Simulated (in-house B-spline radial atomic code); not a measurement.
A fraction x of an electron is moved 3d → 4d in Kr⁺, starting from [Ar] 3d10 4s2 4p5 and keeping the highest spin. Level of theory: non-relativistic Hartree-Fock with fractional occupations, spin-polarised, spherical fractional occupations, point nucleus; calculated with a radial B-spline atomic code at the basis-set limit.

Caution: exact exchange at fractional occupations of open shells leaves self-interaction of up to several eV.

```json
{"x": "0", "E(x) - E(0) (eV)": "0.0000", "3d down level (eV)": "-116.317", "4d up level (eV)": "-"}
{"x": "0.125", "E(x) - E(0) (eV)": "14.4195", "3d down level (eV)": "-117.934", "4d up level (eV)": "-1.893"}
{"x": "0.25", "E(x) - E(0) (eV)": "?", "3d down level (eV)": "?", "4d up level (eV)": "?"}
{"x": "0.375", "E(x) - E(0) (eV)": "43.7403", "3d down level (eV)": "-120.824", "4d up level (eV)": "-2.377"}
{"x": "0.5", "E(x) - E(0) (eV)": "58.6123", "3d down level (eV)": "-122.123", "4d up level (eV)": "-2.633"}
{"x": "0.625", "E(x) - E(0) (eV)": "?", "3d down level (eV)": "?", "4d up level (eV)": "?"}
{"x": "0.75", "E(x) - E(0) (eV)": "88.7210", "3d down level (eV)": "-124.507", "4d up level (eV)": "-3.176"}
{"x": "0.875", "E(x) - E(0) (eV)": "103.9393", "3d down level (eV)": "-125.612", "4d up level (eV)": "-3.461"}
{"x": "1", "E(x) - E(0) (eV)": "119.2565", "3d down level (eV)": "-126.672", "4d up level (eV)": "-3.756"}
```

What belongs in the row x = 0.25?

An energy change of 29.0048 eV; 3d down at -119.432 eV, 4d up at -2.130 eV.

What belongs in the row x = 0.625?

An energy change of 73.6092 eV; 3d down at -123.347 eV, 4d up at -2.900 eV.

Check Janak's theorem between x = 0.375 and 0.5.

The slope of the energy is 118.98 eV; the orbital levels give 118.97 eV (ε of the receiving orbital less ε of the emptying one, averaged over the two points).
